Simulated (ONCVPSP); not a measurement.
**u(r) = r·R(r): atom against pseudo-atom (Ti)**

Columns: radius, all-electron u(r) and pseudo u(r) of the 3s shell (level -62.63 eV) of titanium in the configuration [Ne] 3s2 3p6 3d2 4s2; PBE, scalar-relativistic, ONCV scheme, ONCVPSP 4.0.1.

```json
{"r (bohr)": "0.090", "all-electron": "0.0104", "pseudo": "0.1514"}
{"r (bohr)": "0.180", "all-electron": "-0.5243", "pseudo": "0.3011"}
{"r (bohr)": "0.270", "all-electron": "-0.5177", "pseudo": "0.4468"}
{"r (bohr)": "0.360", "all-electron": "-0.1854", "pseudo": "0.5851"}
{"r (bohr)": "0.450", "all-electron": "0.2280", "pseudo": "0.7119"}
{"r (bohr)": "0.540", "all-electron": "0.5913", "pseudo": "0.8220"}
{"r (bohr)": "0.630", "all-electron": "0.8580", "pseudo": "0.9107"}
{"r (bohr)": "0.720", "all-electron": "1.0228", "pseudo": "0.9735"}
{"r (bohr)": "0.810", "all-electron": "1.0997", "pseudo": "1.0080"}
{"r (bohr)": "0.900", "all-electron": "1.1094", "pseudo": "1.0136"}
{"r (bohr)": "0.990", "all-electron": "1.0721", "pseudo": "0.9919"}
{"r (bohr)": "1.080", "all-electron": "1.0047", "pseudo": "0.9469"}
{"r (bohr)": "1.170", "all-electron": "0.9205", "pseudo": "0.8837"}
{"r (bohr)": "1.260", "all-electron": "0.8290", "pseudo": "0.8083"}
{"r (bohr)": "1.350", "all-electron": "0.7366", "pseudo": "0.7266"}
{"r (bohr)": "1.440", "all-electron": "0.6476", "pseudo": "0.6436"}
{"r (bohr)": "1.530", "all-electron": "0.5645", "pseudo": "0.5633"}
{"r (bohr)": "1.620", "all-electron": "0.4887", "pseudo": "0.4885"}
{"r (bohr)": "1.710", "all-electron": "0.4206", "pseudo": "0.4206"}
{"r (bohr)": "1.800", "all-electron": "0.3603", "pseudo": "0.3603"}
{"r (bohr)": "1.890", "all-electron": "0.3074", "pseudo": "0.3074"}
{"r (bohr)": "1.980", "all-electron": "0.2614", "pseudo": "0.2614"}
{"r (bohr)": "2.070", "all-electron": "0.2217", "pseudo": "0.2216"}
{"r (bohr)": "2.160", "all-electron": "0.1875", "pseudo": "0.1875"}
{"r (bohr)": "2.250", "all-electron": "0.1583", "pseudo": "0.1583"}
{"r (bohr)": "2.340", "all-electron": "0.1334", "pseudo": "0.1334"}
```

(1) How many radial nodes do the two functions have?

(2) At about which radius was the pseudo-wave matched?

(3) Where does each function peak?

(4) Is the pseudo-wave norm-conserving?

Answers

(1) The all-electron 3s function has n − l − 1 = 2; the pseudo-wave has 0, since the states of the same l below it are removed with the core.

(2) 1.80 bohr. The columns agree to 0.0005 from 1.62 bohr on; several derivatives are matched, so the curves merge somewhat inside the radius.

(3) Outermost all-electron maximum near 0.90 bohr, pseudo maximum near 0.90 bohr (to the table’s step).

(4) Yes: the ONCV scheme keeps the norm inside the radius equal to the all-electron one, which fixes the energy derivative of the logarithmic derivative at the level.
